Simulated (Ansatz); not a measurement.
`C[Si](N)(O)S` → `N[Si]O` + CH₃SH  (silylene formation by 1,1-elimination)

Isolated molecules relaxed with PBE0-D4/def2-TZVP in Ansatz; ΔE leaves out vibrations. CCSD(T)/CBS is the MP2 limit (def2-TZVPP, def2-QZVPP) plus CCSD(T) − MP2 in def2-TZVPP, frozen cores. This one scheme is used for every species. Functionals use def2-TZVPP. One conformer a species, not always the lowest.

(1) Is it downhill or uphill in electronic energy at CCSD(T)/CBS, and by how much? (Estimate.)

(2) What do these levels give: LDA (SPW92), revPBE, r2SCAN, HF/def2-SVP, CCSD/def2-TZVPP, HF/CBS(def2)? (An estimate is asked.)

(3) What do rigid-rotor, harmonic-oscillator terms from PBE0-D4/def2-TZVP frequencies (298.15 K, 1 bar) make of the CCSD(T)/CBS value? (An estimate is asked.)

Largest T1 diagnostic among the species: 0.014.

## Answers

(1) Ansatz gave: Uphill: ΔE = +63.0 kcal/mol.

(2) Ansatz gave: LDA (SPW92) 66.0, revPBE 53.1, r2SCAN 65.4, HF/def2-SVP 58.5, CCSD/def2-TZVPP 61.0, HF/CBS(def2) 58.9 kcal/mol.

(3) Ansatz gave: ΔZPE = -0.8 kcal/mol, ΔH = +62.2 kcal/mol, ΔS = 155 J/(mol·K), ΔG = +51.2 kcal/mol.

From PBE to PBE0 (25 % exact exchange), in def2-TZVPP and without D4, ΔE moves by +4.7 kcal/mol. The D4 term adds +4.9 kcal/mol with B3LYP and +2.7 kcal/mol with PBE0; it sums over pairs of atoms, weighted by their polarisabilities, and B3LYP, whose exchange is more repulsive, gets the larger term. At CCSD(T), def2-SVP lies −6.5 kcal/mol from the extrapolated value and def2-TZVPP −1.6 kcal/mol.

B3LYP here is the variant with VWN-RPA as its local correlation; programs differ in this.
